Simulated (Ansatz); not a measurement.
Input file for Ansatz (an electronic-structure program): R-PBE/def2-TZVPPD on H2Se (SMILES [SeH2]) with ghost functions, monomers drawn apart or pushed together. Files ending in .json are basis or fitting sets from the Basis Set Exchange.

Ansatz 0.2 input:
```yaml
crystal:
  periodic: [false, false, false]
  atoms:
    - {symbol: Se, position_ang: [-0.19572981, -0.73059036, 6.77947496]}
    - {symbol: H, position_ang: [0.82114094, 0.29828375, 6.51774043]}
    - {symbol: H, position_ang: [0.68150143, -1.77688370, 6.23461718]}
basis:
  gaussian:
    orbitals: def2-TZVPPD.json
    ghost_atoms:
      - {symbol: C, position_ang: [0.63947630, 0.12382111, 0.21118088]}
      - {symbol: O, position_ang: [-0.32863329, 0.25683449, -0.34630877]}
hamiltonian:
  xc: {name: PBE}
scf: {lower_state_search: off}
```

Problem. What total energy does the run end on?

Solution. -2402.3848 hartree.
